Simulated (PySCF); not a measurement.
Compound: C6H13Si (doublet state).
Geometry (GFN2-xTB, Å), atoms numbered from 1 in this order:
```xyz
20
C6H13Si angstrom
C     -2.4776    0.0300   -0.8149
C     -1.3192    0.3461    0.1335
C     -0.2592    1.1656   -0.5064
Si     1.4286    0.7234    0.1009
C      2.5717   -0.0611   -1.2076
C      0.6924   -0.5608    1.3089
C     -0.6622   -0.9217    0.7009
H     -3.2333   -0.5669   -0.3087
H     -2.9418    0.9466   -1.1719
H     -2.1127   -0.5292   -1.6739
H     -1.7313    0.9221    0.9790
H     -0.5601    1.9571   -1.1727
H      2.1581    1.8033    0.7889
H      3.4900   -0.4229   -0.7555
H      2.0945   -0.8970   -1.7108
H      2.8418    0.6701   -1.9626
H      0.5447   -0.1129    2.2915
H      1.2962   -1.4541    1.4539
H     -1.3185   -1.4035    1.4292
H     -0.5073   -1.6234   -0.1217
```

The hyperfine couplings belong to this conformer and change with its torsions.

As a line formula: `C[C@@H]1[CH][Si@H](C)CC1` [radical].

Method used: UKS B3LYP, pcH-1 on C H Si, non-relativistic, mean-field spin-orbit, GIAO in PySCF. Geometry: GFN2-xTB, one conformer, isolated molecule. Couplings are sensitive to structure, and on GFN2-xTB geometries they can be far from those on DFT ones. Stability of the SCF solution: not tested.

Largest spin populations (Mulliken): C3 (+0.99) and C2 (-0.08). C3 is the only atom above +0.15. The positive populations add up to 1.14 and the negative ones to -0.14, together 2S = 1. The angles at C3 add up to 359.8°, so it is planar; its axial dipolar tensor and the negative coupling of its proton fit spin in a p orbital normal to that plane.

Task: Find Q in a(H) = Q·ρ(C) for the protons on the planar carbons that carry spin.

Result: 
```tsv
H	C	ρ(C)	a(H) (G)	a/ρ (G)
H12	C3	+0.991	-19.66	-19.8
```

One proton gives one ratio, Q = -19.8 G, and no test of linearity. In every row coupling and population have opposite signs.

Couplings in gauss use g_iso = 2.0026.

Time: 2.0 min (grids of density and orbitals included); peak memory 0.97 GiB. Hardware: an Arm Neoverse V1 with one thread, on a shared host.
